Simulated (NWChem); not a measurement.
CdH2Se; SMILES [SeH][CdH]

```xyz
4

Cd     0.0094    -1.0094     0.0000
H      0.0139    -2.6791     0.0000
Se     0.0287     1.4595     0.0000
H     -1.4429     1.5075     0.0000
```
Atoms are numbered in this order, from 1.

Results from NWChem. All runs use the structure optimised with PBE0/def2-SVP. No frequency run checked for a minimum. def2 effective core potentials on Cd; no spin-orbit coupling. Ions are spin-unrestricted doublets at the neutral geometry; other ion states weren't tried.

For level PBE0/def2-SVP:

| Property | Result |
|---|---|
| −ε(HOMO) (eV) | 6.67 |

### Question
Estimate the same quantities for level PBE/def2-SVP.

### Answer
| Property | Result |
|---|---|
| −ε(HOMO) (eV) | 5.57 |
